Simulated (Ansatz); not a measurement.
## A barrier at the coupled-cluster level

Start structure (GaN$_{2}$H$_{9}$, singlet), relaxed at PBE0-D4/def2-TZVP:

```
12
angstrom
Ga -1.0102 0.6224 -1.2838
H 0.3095 1.5131 -1.2150
H -0.8468 -0.7881 -1.9897
H -2.3877 1.3825 -1.4324
H -0.1171 -0.3287 0.9490
N -1.0727 -0.0059 0.7281
H 1.8337 0.1002 -0.1064
N 1.7945 -0.5990 0.6301
H -1.3220 0.7484 1.3563
H -1.7280 -0.7647 0.8701
H 2.5317 -0.3900 1.2920
H 2.0152 -1.4902 0.2017
```

The step: GaNH₆ ([NH3][GaH3]) + NH₃ → GaN₂H₇ ([NH2][GaH2][NH3]) + H₂; bonds formed: Ga1–N8, H2–H7, H5–N8; dative contacts that become bonds: Ga1–N6; bonds broken: Ga1–H2, H5–N6, H7–N8. Program: Ansatz 0.2.0. Basis: def2-TZVPP and def2-QZVPP. Cores are frozen in the correlated methods. Filled d shells of the heavier atoms are correlated. The def2 sets are not built for correlating such inner shells, so the correlated values are less sure here. Extrapolation: Hartree–Fock as exp(−7.88 √X), correlation as X^−2.97. Energies below are by CCSD(T) at an estimated basis limit (MP2 extrapolated from triple and quadruple zeta, plus CCSD(T) − MP2 in triple zeta).

Q: What are the electronic barrier and the energy of the step, from the start structure to the end structure? (To be estimated.)

A: By the calculation: Barrier 134.3 kJ/mol; step energy 19.0 kJ/mol (uphill); reverse barrier, their difference, 115.3 kJ/mol. Barrier and step energy count from the start structure, the reverse barrier from the end structure.

The saddle point: One imaginary mode of 758i cm⁻¹.
| pair | start (Å) | saddle (Å) | end (Å) |
| --- | --- | --- | --- |
| Ga1–N6 | 2.11 | 1.93 | 1.88 |
| Ga1–N8 | 3.61 | 3.30 | 2.15 |
| H2–H7 | 2.36 | 0.98 | 0.75 |
| H5–N8 | 1.96 | 1.05 | 1.02 |
| Ga1–H2 | 1.59 | 1.79 | 3.95 |
| H5–N6 | 1.03 | 1.82 | 2.51 |
| H7–N8 | 1.02 | 1.36 | 3.12 |

Zero-point energy (harmonic, PBE0-D4): ZPE is 253.0 kJ/mol at the start and 240.0 kJ/mol at the saddle, so the barrier goes from 134.3 to 121.3 kJ/mol.

The T1 diagnostic stays at or below 0.012. The end structure is not quite a true minimum (one mode of 40i cm⁻¹).

The step is the kind of exchange with an N–H group that builds nitride films in atomic layer and chemical vapour deposition.

Labels in which every atom is bracketed show which atoms are joined, not bond orders.

For scale, one of the runs: CCSD(T)/def2-TZVPP, 236 basis functions, launched by `ansatz run in.yaml --threads 4 --pin off --events-out ev --progress --plain --max-ram 9574MiB`. Time: 110 s of wall clock on 4 CPU threads of an Arm Neoverse V2; the host was shared. Peak host memory: 4.4 GiB.
